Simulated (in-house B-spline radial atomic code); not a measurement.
A run on Ar (an excited or competing configuration) that did not converge. Method: scalar-relativistic (X2C) B97-1, spin-polarised, spherical fractional occupations, exact exchange averaged over the configuration, Fermi nucleus of rms radius 3.4274 fm; computed with an all-electron radial atomic-structure program (B-spline basis).

Command:
```bash
python run_scf.py task.json out
```
Settings (nuclear radius in fm, mass in u):
```
Z                18
configuration    [Ne] 3s2 3p5 4d1
hamiltonian      x2c
method           b97_1
spin_polarised   True
nucleus          fermi
rms_radius       3.4274
atomic_mass      39.96238
speed_of_light   137.035999084
exact_exchange   averaged over the configuration
```

First and last ten iterations of the last attempt (damped for 15 steps, keeping 80 % of the old Fock matrix, then DIIS):
```
 iter        energy (Eh)    residual
    1        -526.408161    2.61e-01
    2        -528.075669    1.29e-01
    3        -528.432485    9.11e-02
    4        -528.614751    6.41e-02
    5        -528.705690    4.49e-02
    6        -528.750612    3.14e-02
    7        -528.772684    2.19e-02
    8        -528.783433    1.53e-02
    9        -528.788558    1.15e-02
   10        -528.791000    8.90e-03
  111        -528.795094    2.74e-06
  112        -528.795094    2.31e-06
  113        -528.795094    2.21e-06
  114        -528.795094    2.20e-06
  115        -528.795094    2.22e-06
  116        -528.795094    2.30e-06
  117        -528.795094    1.52e-05
  118        -528.795094    5.07e-06
  119        -528.795094    7.45e-06
  120        -528.795094    2.44e-06
 not converged after 120 iterations
```

The smallest residual met was 1.2e-06; the threshold is about 2e-07. Over the last five steps the energy moves by less than 4e-08 hartree, but the orbitals didn't meet the threshold. Run time, properties included: 6 s on 1 thread of Intel(R) Xeon(R) Platinum 8375C CPU @ 2.90GHz (shared host).
